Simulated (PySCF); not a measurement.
B(CCH)(H)2 (C2H3B), SMILES BC#C.

Geometry optimised at B3LYP-D3(BJ)/def2-TZVP.

Method: TDDFT-B3LYP/def2-SVPD run with PySCF.

Vertical excitations.  State labels are in the subgroup C2v.

Give excitation energies, oscillator strengths and character. (An estimate is asked for; the answer gives what the named calculation found.)


```
state  symmetry  energy (eV)  λ (nm)      f                                              main pairs
-----  --------  -----------  ------  -----  ------------------------------------------------------
S1           A2         3.81     326  0.000                                          HOMO→LUMO 99 %
S2           A1         5.47     227  0.081                      HOMO−1→LUMO 84 %, HOMO→LUMO+1 15 %
S3           A2         6.22     199  0.000                                        HOMO−2→LUMO 99 %
S4           B1         6.97     178  0.013                                        HOMO−3→LUMO 99 %
S5           A2         7.38     168  0.000                                      HOMO−1→LUMO+1 98 %
S6           B2         7.54     165  0.009                                        HOMO→LUMO+2 98 %
S7           A1         8.09     153  0.564  HOMO→LUMO+1 63 %, HOMO−1→LUMO+4 23 %, HOMO−1→LUMO 12 %
S8           A2         8.17     152  0.000                                        HOMO→LUMO+4 97 %
S9           B2         8.20     151  0.018                                        HOMO→LUMO+3 96 %
S10          B1         8.37     148  0.080                                      HOMO−1→LUMO+2 97 %
T1           A2         3.48     356      0                                          HOMO→LUMO 98 %
T2           A1         3.92     316      0                                        HOMO−1→LUMO 96 %
T3           A2         5.62     221      0                                        HOMO−2→LUMO 94 %
T4           A1         5.62     220      0                                        HOMO→LUMO+1 93 %
```
Triplets are in the Tamm–Dancoff approximation, which puts them higher than full response would, so one can lie above its singlet here.
